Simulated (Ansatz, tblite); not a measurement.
Forces on Sn₂F₃ at its PBE0-D4/def2-SVP geometry. Charge 0, multiplicity 2.

In the def2 sets Sn takes a core potential; there is no spin–orbit coupling. The xTB rows come from tblite. Another isomer (doublet) lies 0.28 eV lower at PBE0-D4/def2-TZVP; other spin states weren't run for this one.

GFN1-xTB (tblite), largest force 0.57 eV/Å:

```xyz
5
positions Å, forces eV/Å
Sn   -0.116   -0.783   -1.365    0.058    0.401    0.406
Sn    0.130    1.256    0.939   -0.057   -0.353   -0.445
F    -0.027   -0.896    0.794   -0.005   -0.184    0.163
F    -1.819    1.404    1.102   -0.042    0.104   -0.023
F     1.833   -0.981   -1.471    0.046    0.033   -0.101
```

GFN2-xTB (tblite), largest force 1.43 eV/Å:

```
Sn -0.854 0.343 -0.743
Sn 0.886 0.751 -0.231
F -0.032 -1.067 0.948
F -0.899 0.102 0.115
F 0.899 -0.129 -0.089
```

PBE-D4/def2-TZVP (Ansatz), largest force 0.35 eV/Å:

```
Sn -0.246 -0.040 -0.240
Sn 0.251 0.226 0.075
F -0.006 -0.200 0.177
F -0.247 0.039 0.023
F 0.248 -0.026 -0.034
```
